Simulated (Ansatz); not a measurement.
Born–Oppenheimer molecular dynamics of CH12O3Si4 (20 atoms, charge 0, multiplicity 1). It starts from a relaxed structure.

Theory: Ansatz 0.2.0, RKS PBE0-D4/STO-3G.

```
ensemble        : NVT, Nosé–Hoover chain
time step       : 0.5 fs
steps asked     : 100
set temperature : 2000 K
thermostat      : time constant 20 fs, chain length 3
seed            : 969610
```

Frames 0.5 fs apart, positions in Å, forces in eV/Å.

Velocities at 35 fs (Å/ps):

```
Si 4.67 -11.62 -9.14
C 3.64 9.45 -2.91
H 74.22 -30.36 22.13
H -12.25 23.74 -0.19
H -36.36 -55.00 -33.17
O -15.12 3.94 6.76
Si -1.50 1.24 7.60
H 31.79 -19.44 -2.75
H -29.33 -2.73 13.58
H -0.73 -6.60 -8.37
O 16.46 -4.72 1.86
Si -5.39 -6.81 0.07
H -22.65 38.48 25.16
H 17.62 -18.97 21.90
H -44.54 -37.43 48.02
O 5.72 29.64 6.36
Si -1.86 -0.14 -7.77
H -20.50 8.58 -9.27
H -4.16 -3.76 -16.55
H 4.98 15.31 -6.29
```

```xyz
20
Properties=species:S:1:pos:R:3:forces:R:3 time_fs=35 energy_less_start_eV=3.391 T=1444
Si -0.093 0.044 0.604 -2.01 -0.57 -2.39
C 0.523 -0.021 2.296 -0.87 -2.44 3.22
H 0.450 0.780 3.048 0.15 0.08 -0.69
H -0.026 -0.931 2.777 0.84 1.96 -0.85
H 1.547 -0.416 2.238 0.11 0.62 0.09
O 1.242 0.204 -0.398 0.56 0.39 -0.77
Si 1.836 -1.097 -1.326 1.76 1.06 0.46
H 1.068 -1.435 -2.398 -1.92 -0.25 -2.02
H 3.155 -0.860 -2.051 -1.24 0.21 1.51
H 1.839 -2.309 -0.611 0.64 -0.83 0.80
O -1.415 1.127 0.142 2.68 -1.49 1.86
Si -1.940 0.943 -1.458 -0.15 2.19 0.16
H -3.292 0.432 -1.194 0.28 -0.10 -0.93
H -2.116 2.582 -1.786 0.59 -3.78 -0.29
H -1.008 -0.122 -2.097 -1.47 1.78 -0.02
O -0.437 -1.615 0.305 -0.71 0.63 -1.23
Si -1.827 -2.544 0.569 -0.89 -1.46 4.02
H -1.804 -2.526 2.212 -0.30 -0.47 -3.14
H -3.309 -2.198 0.316 2.02 0.10 -0.36
H -1.619 -4.008 0.070 -0.09 2.36 0.55
20
Properties=species:S:1:pos:R:3:forces:R:3 time_fs=35.5 energy_less_start_eV=3.297 T=1496
Si -0.091 0.038 0.599 -2.20 0.00 -1.90
C 0.525 -0.017 2.295 -0.99 -2.70 2.92
H 0.487 0.765 3.059 0.10 0.40 -0.56
H -0.032 -0.917 2.776 0.74 1.86 -0.79
H 1.529 -0.443 2.221 0.40 0.57 0.10
O 1.234 0.206 -0.395 0.90 0.28 -1.07
Si 1.836 -1.096 -1.322 1.48 1.04 0.57
H 1.082 -1.445 -2.402 -1.94 -0.22 -1.99
H 3.139 -0.861 -2.043 -0.94 0.28 1.40
H 1.839 -2.314 -0.614 0.64 -0.79 0.82
O -1.407 1.125 0.143 2.56 -1.47 1.71
Si -1.942 0.940 -1.458 -0.28 2.22 0.59
H -3.303 0.451 -1.182 0.33 -0.11 -0.94
H -2.107 2.568 -1.776 0.57 -3.66 -0.39
H -1.033 -0.139 -2.073 -1.33 1.66 -0.20
O -0.434 -1.601 0.308 -1.07 -0.07 -1.26
Si -1.828 -2.544 0.565 -0.70 -1.11 3.98
H -1.815 -2.522 2.203 -0.25 -0.49 -3.11
H -3.308 -2.200 0.307 2.02 0.11 -0.37
H -1.617 -3.997 0.068 -0.06 2.21 0.51
20
Properties=species:S:1:pos:R:3:forces:R:3 time_fs=36 energy_less_start_eV=3.116 T=1584
Si -0.089 0.032 0.594 -2.37 0.60 -1.39
C 0.526 -0.013 2.294 -0.99 -2.80 2.54
H 0.525 0.751 3.068 0.06 0.68 -0.44
H -0.035 -0.898 2.772 0.57 1.64 -0.66
H 1.512 -0.468 2.205 0.62 0.52 0.12
O 1.227 0.208 -0.392 1.25 0.18 -1.39
Si 1.835 -1.096 -1.318 1.00 0.87 0.57
H 1.091 -1.456 -2.411 -1.84 -0.14 -1.77
H 3.120 -0.862 -2.031 -0.56 0.36 1.25
H 1.841 -2.320 -0.615 0.64 -0.68 0.80
O -1.398 1.122 0.145 2.42 -1.45 1.55
Si -1.945 0.936 -1.458 -0.42 2.22 1.05
H -3.313 0.470 -1.173 0.37 -0.13 -0.95
H -2.096 2.546 -1.766 0.55 -3.44 -0.51
H -1.060 -0.151 -2.049 -1.13 1.48 -0.41
O -0.432 -1.586 0.311 -1.42 -0.81 -1.30
Si -1.829 -2.544 0.562 -0.46 -0.69 3.90
H -1.826 -2.520 2.187 -0.21 -0.50 -3.00
H -3.303 -2.201 0.297 1.95 0.13 -0.38
H -1.614 -3.982 0.066 -0.02 1.98 0.43
20
Properties=species:S:1:pos:R:3:forces:R:3 time_fs=36.5 energy_less_start_eV=2.889 T=1694
Si -0.087 0.026 0.589 -2.51 1.24 -0.86
C 0.528 -0.009 2.294 -0.85 -2.73 2.11
H 0.563 0.738 3.076 0.05 0.89 -0.36
H -0.037 -0.876 2.768 0.31 1.28 -0.45
H 1.496 -0.493 2.189 0.75 0.49 0.14
O 1.220 0.210 -0.389 1.60 0.08 -1.70
Si 1.835 -1.095 -1.314 0.34 0.58 0.51
H 1.095 -1.466 -2.424 -1.62 -0.01 -1.39
H 3.100 -0.862 -2.016 -0.11 0.46 1.04
H 1.845 -2.328 -0.615 0.62 -0.51 0.73
O -1.388 1.119 0.146 2.27 -1.41 1.38
Si -1.948 0.933 -1.458 -0.59 2.17 1.54
H -3.322 0.489 -1.166 0.39 -0.16 -0.95
H -2.083 2.514 -1.757 0.51 -3.10 -0.65
H -1.090 -0.161 -2.026 -0.89 1.23 -0.63
O -0.429 -1.571 0.313 -1.77 -1.59 -1.35
Si -1.830 -2.545 0.559 -0.18 -0.20 3.77
H -1.838 -2.518 2.164 -0.17 -0.52 -2.78
H -3.293 -2.203 0.287 1.81 0.17 -0.41
H -1.612 -3.961 0.066 0.04 1.64 0.32
20
Properties=species:S:1:pos:R:3:forces:R:3 time_fs=37 energy_less_start_eV=2.666 T=1801
Si -0.085 0.021 0.584 -2.62 1.91 -0.32
C 0.529 -0.006 2.295 -0.55 -2.48 1.64
H 0.601 0.728 3.083 0.03 1.03 -0.34
H -0.038 -0.850 2.762 -0.03 0.81 -0.16
H 1.482 -0.516 2.173 0.80 0.47 0.17
O 1.213 0.212 -0.386 1.97 0.00 -2.01
Si 1.834 -1.094 -1.310 -0.44 0.20 0.41
H 1.096 -1.478 -2.440 -1.33 0.14 -0.91
H 3.080 -0.860 -1.998 0.41 0.57 0.78
H 1.850 -2.337 -0.612 0.60 -0.30 0.64
O -1.379 1.116 0.148 2.09 -1.36 1.21
Si -1.951 0.931 -1.457 -0.76 2.04 2.06
H -3.331 0.507 -1.161 0.40 -0.18 -0.94
H -2.070 2.475 -1.750 0.47 -2.61 -0.82
H -1.123 -0.167 -2.005 -0.61 0.92 -0.88
O -0.427 -1.556 0.316 -2.13 -2.42 -1.40
Si -1.831 -2.545 0.556 0.14 0.38 3.56
H -1.850 -2.518 2.134 -0.14 -0.53 -2.42
H -3.279 -2.204 0.275 1.60 0.22 -0.45
H -1.610 -3.936 0.067 0.12 1.19 0.18
20
Properties=species:S:1:pos:R:3:forces:R:3 time_fs=37.5 energy_less_start_eV=2.506 T=1882
Si -0.084 0.015 0.579 -2.69 2.62 0.22
C 0.530 -0.004 2.295 -0.10 -2.06 1.17
H 0.640 0.719 3.089 0.01 1.08 -0.39
H -0.040 -0.822 2.756 -0.44 0.23 0.20
H 1.470 -0.538 2.158 0.76 0.49 0.22
O 1.206 0.214 -0.383 2.32 -0.08 -2.31
Si 1.834 -1.093 -1.306 -1.29 -0.23 0.32
H 1.094 -1.488 -2.458 -1.00 0.32 -0.38
H 3.061 -0.857 -1.979 0.96 0.69 0.49
H 1.856 -2.347 -0.608 0.56 -0.06 0.53
O -1.369 1.113 0.150 1.89 -1.30 1.03
Si -1.954 0.928 -1.457 -0.94 1.78 2.61
H -3.338 0.525 -1.159 0.40 -0.21 -0.91
H -2.055 2.430 -1.745 0.42 -1.94 -1.02
H -1.157 -0.171 -1.986 -0.31 0.55 -1.13
O -0.425 -1.542 0.318 -2.48 -3.28 -1.46
Si -1.832 -2.545 0.554 0.51 1.02 3.24
H -1.863 -2.519 2.098 -0.11 -0.53 -1.92
H -3.261 -2.204 0.262 1.30 0.29 -0.51
H -1.607 -3.909 0.068 0.21 0.63 -0.01
20
Properties=species:S:1:pos:R:3:forces:R:3 time_fs=38 energy_less_start_eV=2.463 T=1914
Si -0.083 0.010 0.574 -2.71 3.34 0.76
C 0.531 -0.002 2.296 0.47 -1.52 0.71
H 0.679 0.714 3.095 -0.02 1.04 -0.51
H -0.042 -0.793 2.750 -0.90 -0.38 0.61
H 1.459 -0.560 2.143 0.65 0.52 0.28
O 1.200 0.216 -0.381 2.67 -0.15 -2.60
Si 1.833 -1.092 -1.302 -2.12 -0.67 0.23
H 1.089 -1.498 -2.478 -0.67 0.48 0.15
H 3.043 -0.853 -1.958 1.51 0.80 0.19
H 1.864 -2.357 -0.603 0.52 0.18 0.40
O -1.358 1.109 0.152 1.67 -1.22 0.85
Si -1.957 0.925 -1.456 -1.09 1.34 3.20
H -3.345 0.543 -1.158 0.37 -0.23 -0.86
H -2.039 2.380 -1.743 0.38 -1.03 -1.26
H -1.192 -0.174 -1.969 0.01 0.13 -1.38
O -0.424 -1.528 0.320 -2.83 -4.16 -1.51
Si -1.833 -2.545 0.551 0.93 1.71 2.80
H -1.876 -2.522 2.058 -0.09 -0.53 -1.23
H -3.239 -2.204 0.248 0.93 0.38 -0.59
H -1.604 -3.879 0.069 0.32 -0.02 -0.23
20
Properties=species:S:1:pos:R:3:forces:R:3 time_fs=38.5 energy_less_start_eV=2.568 T=1883
Si -0.082 0.004 0.568 -2.68 4.07 1.29
C 0.532 0.000 2.297 1.11 -0.95 0.29
H 0.718 0.711 3.099 -0.09 0.92 -0.69
H -0.046 -0.765 2.746 -1.34 -0.97 1.01
H 1.450 -0.580 2.128 0.50 0.56 0.36
O 1.193 0.218 -0.380 3.00 -0.20 -2.87
Si 1.832 -1.091 -1.298 -2.86 -1.08 0.16
H 1.083 -1.507 -2.497 -0.37 0.64 0.63
H 3.030 -0.846 -1.936 2.01 0.91 -0.08
H 1.873 -2.367 -0.597 0.48 0.42 0.28
O -1.348 1.105 0.154 1.42 -1.13 0.65
Si -1.960 0.923 -1.455 -1.22 0.67 3.81
H -3.351 0.560 -1.160 0.32 -0.25 -0.80
H -2.022 2.328 -1.743 0.34 0.11 -1.55
H -1.226 -0.177 -1.956 0.32 -0.31 -1.62
O -0.423 -1.514 0.322 -3.18 -5.07 -1.57
Si -1.834 -2.545 0.549 1.39 2.43 2.20
H -1.889 -2.526 2.014 -0.09 -0.53 -0.34
H -3.216 -2.202 0.233 0.50 0.48 -0.68
H -1.600 -3.850 0.069 0.45 -0.72 -0.48
20
Properties=species:S:1:pos:R:3:forces:R:3 time_fs=39 energy_less_start_eV=2.821 T=1789
Si -0.081 0.000 0.563 -2.60 4.79 1.81
C 0.534 0.001 2.299 1.70 -0.46 -0.04
H 0.756 0.710 3.101 -0.18 0.77 -0.89
H -0.054 -0.740 2.744 -1.70 -1.42 1.36
H 1.443 -0.598 2.115 0.32 0.60 0.45
O 1.188 0.220 -0.378 3.30 -0.25 -3.11
Si 1.831 -1.091 -1.294 -3.43 -1.44 0.08
H 1.075 -1.515 -2.515 -0.09 0.76 1.05
H 3.021 -0.837 -1.915 2.38 0.99 -0.30
H 1.883 -2.375 -0.590 0.42 0.64 0.16
O -1.337 1.101 0.157 1.14 -1.01 0.44
Si -1.963 0.921 -1.454 -1.30 -0.25 4.44
H -3.356 0.577 -1.163 0.25 -0.27 -0.73
H -2.005 2.275 -1.747 0.31 1.48 -1.90
H -1.261 -0.180 -1.946 0.60 -0.72 -1.82
O -0.422 -1.502 0.324 -3.52 -5.98 -1.62
Si -1.835 -2.545 0.548 1.90 3.13 1.42
H -1.902 -2.530 1.970 -0.11 -0.52 0.75
H -3.191 -2.200 0.216 0.03 0.60 -0.79
H -1.595 -3.822 0.068 0.58 -1.44 -0.74
20
Properties=species:S:1:pos:R:3:forces:R:3 time_fs=39.5 energy_less_start_eV=3.175 T=1652
Si -0.080 -0.005 0.559 -2.46 5.49 2.30
C 0.535 0.003 2.300 2.14 -0.16 -0.25
H 0.795 0.711 3.102 -0.30 0.58 -1.09
H -0.066 -0.717 2.746 -1.87 -1.63 1.57
H 1.436 -0.616 2.102 0.14 0.62 0.55
O 1.183 0.222 -0.378 3.56 -0.29 -3.32
Si 1.830 -1.090 -1.290 -3.77 -1.70 -0.04
H 1.068 -1.520 -2.530 0.15 0.86 1.39
H 3.018 -0.826 -1.895 2.57 1.03 -0.44
H 1.895 -2.382 -0.583 0.36 0.82 0.06
O -1.326 1.097 0.159 0.84 -0.88 0.21
Si -1.966 0.918 -1.452 -1.32 -1.34 5.06
H -3.361 0.593 -1.169 0.16 -0.28 -0.65
H -1.986 2.226 -1.756 0.32 2.95 -2.28
H -1.294 -0.185 -1.941 0.81 -1.08 -1.96
O -0.422 -1.490 0.325 -3.85 -6.88 -1.66
Si -1.836 -2.545 0.546 2.43 3.73 0.49
H -1.916 -2.537 1.927 -0.16 -0.51 1.98
H -3.166 -2.196 0.197 -0.45 0.72 -0.91
H -1.589 -3.798 0.066 0.71 -2.08 -0.99
20
Properties=species:S:1:pos:R:3:forces:R:3 time_fs=40 energy_less_start_eV=3.544 T=1508
Si -0.080 -0.009 0.554 -2.26 6.15 2.76
C 0.538 0.004 2.301 2.32 -0.11 -0.30
H 0.833 0.713 3.100 -0.44 0.40 -1.27
H -0.083 -0.699 2.751 -1.79 -1.55 1.61
H 1.429 -0.632 2.091 -0.03 0.63 0.65
O 1.178 0.224 -0.377 3.79 -0.32 -3.50
Si 1.828 -1.089 -1.285 -3.84 -1.85 -0.21
H 1.060 -1.524 -2.542 0.34 0.93 1.65
H 3.021 -0.813 -1.875 2.55 1.02 -0.47
H 1.907 -2.388 -0.575 0.30 0.96 -0.02
O -1.315 1.093 0.162 0.50 -0.72 -0.04
Si -1.970 0.916 -1.450 -1.29 -2.43 5.62
H -3.365 0.608 -1.176 0.06 -0.28 -0.56
H -1.967 2.183 -1.770 0.38 4.30 -2.67
H -1.325 -0.193 -1.940 0.93 -1.32 -2.03
O -0.422 -1.479 0.327 -4.17 -7.74 -1.69
Si -1.836 -2.544 0.544 2.96 4.16 -0.54
H -1.930 -2.544 1.888 -0.25 -0.51 3.25
H -3.142 -2.190 0.175 -0.90 0.84 -1.04
H -1.581 -3.779 0.060 0.81 -2.56 -1.17
```

Of the whole run (50 fs, mean temperature of the second half 1674 K): The conserved energy stayed within 1.5 meV per atom of its start (net change 0.67 meV per atom), so the integration is sound. The mean temperature of the second half is 16 % below the set value. A run of 0.05 ps of so small a system gives no equilibrium averages. Limits of this set-up: minimal basis.

Time of the run: 15 min on 1 thread of Arm Neoverse V1 (shared host), peak memory 0.21 GiB.
